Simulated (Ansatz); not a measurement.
BrH$_{3}$NOSi (`N[Si](O)Br`) radical, 7 atoms. The species carries charge 0 and has multiplicity 2. Correlated methods include outer-core shells of Br, which these sets cover unevenly. Scalar relativity is left out up to krypton. All runs use 4 threads of an Arm Neoverse V1 on a shared host. Correlated methods freeze the cores. Open-shell runs search over several starts.

Q: How many basis functions does each run have, and how long does it take in Ansatz? UKS PBE0-D4/def2-TZVP frequencies; UKS ωB97M-V/def2-QZVPP energy; UKS SPW92 (LDA)/def2-TZVPP energy; UHF-CCSD(T)/def2-TZVPP energy; UKS B2PLYP (frozen core)/def2-TZVPP energy; direct RPA on PBE orbitals/def2-TZVPP energy; UKS PBE0-D4/def2-QZVPP energy; UKS r2SCAN0-D4/def2-TZVPP energy; UKS PBE0-D4/def2-TZVP relaxation (12 steps); UHF-MP2/def2-QZVPP energy; UHF-CCSD(T)/def2-SVP energy; UKS ωB97M-V/def2-SVP energy. (Best estimate.)

A: Computed: Other jobs shared the machine, so times are rough.

```csv
level,job,functions,wall time,peak host memory (GiB)
UKS SPW92 (LDA)/def2-TZVPP,energy,194,1.4 s,0.26
direct RPA on PBE orbitals/def2-TZVPP,energy,194,6.5 s,0.55
UKS B2PLYP (frozen core)/def2-TZVPP,energy,194,6.5 s,0.6
UKS ωB97M-V/def2-SVP,energy,93,7.5 s,0.46
UKS r2SCAN0-D4/def2-TZVPP,energy,194,7.5 s,0.7
UHF-CCSD(T)/def2-SVP,energy,93,13 s,0.68
UKS PBE0-D4/def2-QZVPP,energy,363,18 s,1.5
UHF-MP2/def2-QZVPP,energy,363,22 s,1.8
UKS ωB97M-V/def2-QZVPP,energy,363,31 s,1.9
UKS PBE0-D4/def2-TZVP,relaxation (12 steps),165,53 s,0.55
UKS PBE0-D4/def2-TZVP,frequencies,165,120 s,0.54
UHF-CCSD(T)/def2-TZVPP,energy,194,5.1 min,6.2
```
